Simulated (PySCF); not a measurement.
Bonds: B1-F2 1.344 Å, B1-F3 1.338 Å, B1-S4 2.021 Å, B1-S8 2.023 Å, S4-B5 2.023 Å, B5-F6 1.339 Å, B5-F7 1.343 Å, B5-S8 2.020 Å. S4 carries H9; S8 carries H10.

Geometry: PBE0-D3(BJ)/def2-SVP; GIAO shifts from PySCF, gas phase, non-relativistic, averaged over equivalent atoms.

At PBE0/pcSseg-1 (160 basis functions, 21 s wall time on 1 thread of an Arm Neoverse V1, shared host):
```
      atoms  δ (ppm)
      B1/B5     -0.7
F2/F3/F6/F7   -108.5
      S4/S8    -19.6
     H9/H10     2.99
```

References, each an isolated molecule treated in the same way: ¹¹B (σ = 100.73 ppm) against BF3·OEt2; CFCl3 for ¹⁹F (σ = 177.25 ppm); ³³S (σ = 495.66 ppm) against CS2; ¹H (σ = 31.27 ppm) against TMS.

Task: What do these become at B3LYP/pcSseg-1?

Result: 
| atoms | δ at B3LYP/pcSseg-1 | change |
| --- | --- | --- |
| B1/B5 | 0.3 | +1.0 |
| F2/F3/F6/F7 | -110.2 | -1.7 |
| S4/S8 | -4.1 | +15.5 |
| H9/H10 | 2.78 | -0.21 |

References, each an isolated molecule treated in the same way: ¹¹B (97.83 ppm) against BF3·OEt2; ¹⁹F (171.94 ppm) vs CFCl3; CS2 for ³³S (485.41 ppm); TMS for ¹H (31.38 ppm).

The largest change is at S4/S8 (sulfur bonded to 2 B, H). Cost: 160 basis functions, 14 s wall time on 1 thread of an Arm Neoverse V1, shared host.

The averaged F atoms aren't alike in the static structure (σ from 276 to 296 ppm); the average presumes fast exchange among these sites. Unscaled 19F shifts against computed CFCl3 carry errors that often reach 10 to 50 ppm.
